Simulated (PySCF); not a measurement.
In(H)(Et)(OH) (C₂H₇InO), SMILES C[CH2][InH][OH]. Heavy atoms are numbered as in [InH:1]([CH2:3][CH3:4])[OH:10]. Hydrogens are named by the atom that carries them.

The structure is a stationary point at B3LYP-D3(BJ)/def2-SVP. The structure was generated by enumeration; whether it is a known compound was not checked. The def2 effective core potentials stand for the cores of In; spin–orbit coupling is left out. Other conformers were not sampled.

Level of theory: PySCF with M06-2X/def2-TZVP.

ESP charges are fitted to the potential on shells at 1.4 to 2.0 van der Waals radii. Atomic charges (e), one atom of each kind:

```csv
atom,Mulliken,Löwdin,ESP fit
In1 (InH),0.81,0.51,0.82
H on In1,-0.08,-0.09,-0.22
C3 (CH2),-0.57,…,-0.34
C4 (CH3),-0.47,…,0.15
H on C3,0.16,0.14,0.05
H on C4,0.15,0.12,-0.03
O10 (OH),-0.78,…,-0.78
H on O10,0.31,…,0.34
```

### Question
What belongs in the gaps? (The exact figures need the calculation; the answer reports its results.)

### Answer

- C3 (CH2), Löwdin: -0.48
- C4 (CH3), Löwdin: -0.35
- O10 (OH), Löwdin: -0.38
- H on O10, Löwdin: 0.15
